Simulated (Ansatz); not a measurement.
Basis-set series for AlH6NO3, SMILES `[NH3+][Al-]([OH])([OH])[OH]`. Total charge 0; spin multiplicity 1. Geometry: relaxed with PBE0-D4/def2-TZVP. It is one conformer, not always the lowest.

```
functional       basis  functions  energy (Eh)  HOMO (eV)  LUMO (eV)
   PBE0-D4    def2-SVP        104   -525.96110      -7.43       0.70
   PBE0-D4  def2-TZVPP        250   -526.41157      -7.81       0.12
   ωB97M-V    def2-SVP        104   -526.26434      -9.89       2.26
   ωB97M-V  def2-TZVPP        250   -526.72303     -10.31       1.52
```

**Question.** Give the rows for def2-QZVPP. (An estimate is asked.)

**Answer.** Computed: 
```
functional       basis  functions  energy (Eh)  HOMO (eV)  LUMO (eV)
   PBE0-D4  def2-QZVPP        478   -526.43780      -7.92      -0.15
   ωB97M-V  def2-QZVPP        478   -526.74798     -10.42       1.11
```

Positive LUMOs are unbound and depend on the basis.
